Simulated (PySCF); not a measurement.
Species: C6H5O3 (doublet state).
Structure used (GFN2-xTB), in Å, numbered top down from 1:
```
atom  x, y, z in Å
C1     2.7228   -0.1185   -0.5118
O2     1.3596    0.2672   -0.4904
C3     0.5447   -0.5069    0.2455
O4     0.9154   -1.4816    0.8667
C5    -0.8220   -0.0400    0.2079
C6    -2.0298   -0.4977    0.7999
C7    -2.8132    0.4990    0.2535
C8    -1.6048    1.0815   -0.4292
O9    -1.3814    2.0057   -1.1432
H10    3.1382   -0.1059    0.4989
H11    3.2316    0.6039   -1.1447
H12    2.8267   -1.1277   -0.9181
H13   -2.2346   -1.3320    1.4450
H14   -3.8540    0.7527    0.2977
```

The hyperfine couplings belong to this conformer and change with its torsions.

Identity: `C1(=O)[CH]C=C1C(=O)OC` [radical].

Computed with PySCF, UKS B3LYP, pcH-1 on C H O, non-relativistic, mean-field spin-orbit, GIAO. Geometry: GFN2-xTB, one conformer, isolated molecule. Couplings are sensitive to structure, and on GFN2-xTB geometries they can be far from those on DFT ones. No stability test was run, so a lower SCF solution isn't excluded.

(1) Match the computed a_iso(13C) values +59.0, +49.0, -41.4, -33.7, -30.4, -1.6 MHz with the sites C1; C3; C5; C6; C7; C8.

(2) Match the computed a_iso(1H) values -38.4, +8.3, +4.2 MHz (means over equivalent nuclei) with the sites H10/H11/H12; H13; H14.

Results:

(1) 
| site | a_iso (MHz) | ρ(0) (bohr⁻³) | position | distance from C5 (Å) | spin population | largest \|T\| (MHz) |
| --- | --- | --- | --- | --- | --- | --- |
| C1 | -1.6 | -0.0014 | 3 bonds from C5 | 3.62 | 0.00 | 0.4 |
| C3 | -30.4 | -0.0270 | 1 bond from C5 | 1.44 | -0.05 | 4.9 |
| C5 | +59.0 | +0.0524 | largest spin population | 0.00 | +0.63 | 102.2 |
| C6 | -41.4 | -0.0369 | 1 bond from C7 | 1.42 | -0.21 | 22.5 |
| C7 | +49.0 | +0.0435 | a main spin site | 2.06 | +0.55 | 86.3 |
| C8 | -33.7 | -0.0300 | 1 bond from C7 | 1.51 | -0.07 | 3.0 |

(2) 
```csv
site,a_iso (MHz),ρ(0) (bohr⁻³),position,distance from C5 (Å),bound to,spin population there,largest |T| (MHz)
H10/H11/H12,+4.2,+0.0009,4 bonds from C5,4.09,C1,0.00,1.9
H13,+8.3,+0.0019,"2 bonds from C7, on C6 of spin population -0.21",2.28,C6,-0.21,3.8
H14,-38.4,-0.0086,1 bond from C7,3.14,C7,+0.55,22.4
```

ρ(0) is the spin density at the nucleus and T the dipolar tensor; entries for several nuclei are means. The Mulliken spin populations are largest on C5 (+0.63), C7 (+0.55), C6 (-0.21) and O4 (+0.12). The positive populations add up to 1.36 and the negative ones to -0.36, together 2S = 1. The angles at C5 add up to 360.0°, so it is planar. Main spin sites, with 60 % or more of the largest population: C5, C7; positions count bonds from the nearest.

β density exceeds α density at some nuclei, such as C6 (-0.0369), C8 (-0.0300) and C3 (-0.0270), spin density in bohr⁻³. In a single determinant that takes different orbitals for the two spins, that is spin polarisation.

Means are taken over nuclei equivalent by connectivity, which assumes that they swap fast. The three 1H nuclei of mean +4.2 MHz run from 0.0 to 6.3 MHz in the frozen geometry.

The SMILES `COC(=O)C1=C[CH]C1=O` draws the unpaired electron on C7, whose computed spin population is only +0.55.
